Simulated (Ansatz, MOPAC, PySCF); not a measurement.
Complex: H2O (SMILES O) (first 3 atoms) with CH2O2 (SMILES O=CO); geometry from B3LYP-D3(BJ)/def2-TZVP, rigid monomers moved along the line of their centres of mass till O1···H8 is 1.99 Å.
(charge 0, multiplicity 1):
```xyz
8

O      0.6871     0.1448     0.2076
H      0.3583    -0.3176    -0.5701
H     -0.0747     0.5990     0.6114
O     -0.9765     0.6750     2.6874
C     -0.3228    -0.0598     3.3922
O      0.7162    -0.7843     3.0066
H     -0.5297    -0.2079     4.4594
H      0.8715    -0.6247     2.0386
```

Interaction energies are E(AB) − E(A) − E(B) at the monomers' geometry in the complex; basis-set methods are counterpoise corrected.

Frozen-core correlation. Rows in 6-31G* carry no dispersion term and start afresh at each structure (6-31G* with six Cartesian d functions). The state that PM6 reach isn't checked.

The values were computed with Ansatz (Gaussian basis) for Hartree–Fock, density functionals and correlated methods; MOPAC for PM6 (differences of heats of formation); PySCF for 6-31G* rows. Values without a source in brackets are computed.

**Question.** One of these levels gives -6.56 kcal/mol for the interaction energy. Name it.
A. SCS-MP2/aug-cc-pVDZ
B. PM6
C. HF/6-31G*
D. r2SCAN/def2-TZVPPD

**Answer.** B, PM6. The others give -9.25 (HF/6-31G*), -10.47 (r2SCAN/def2-TZVPPD), -8.34 (SCS-MP2/aug-cc-pVDZ)

Ansatz is a quantum-chemistry and plane-wave program.
